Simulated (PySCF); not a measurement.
C6H6, SMILES C#CCC=C=C.

Coordinates come from a ωB97X-D3(BJ)/def2-SVP optimisation. One conformer was computed; it need not be the lowest.

Two levels are set side by side: TDDFT-PBE/def2-SVPD (PySCF) and TDDFT-LC-ωPBE/def2-SVPD (PySCF). Vertical, same geometry. The lowest singlet is HOMO→LUMO 91 % with PBE and HOMO→LUMO 44 %, HOMO→LUMO+1 19 %, HOMO→LUMO+2 8 % with the other functional; states are paired by order. Differences are taken from unrounded values.

| quantity | TDDFT-LC-ωPBE | TDDFT-PBE | TDDFT-PBE minus TDDFT-LC-ωPBE |
|---|---|---|---|
| lowest singlet excitation (eV) | 5.97 | 5.38 | -0.59 |
| lowest triplet excitation (TDA) (eV) | 4.38 | 4.54 | 0.15 |
| first bright state (f over 0.05) (eV) | 7.85 | 5.86 | -1.99 |
| its oscillator strength | 0.11 | 0.05 | -0.06 |

Functionals without exact exchange tend to place singlet excitations lower, as here. Differences between two approximate levels are no errors against the true value.

Rough cost on one machine, each run with all the roots and properties that it gave: TDDFT-LC-ωPBE against TDDFT-PBE about 5 times.
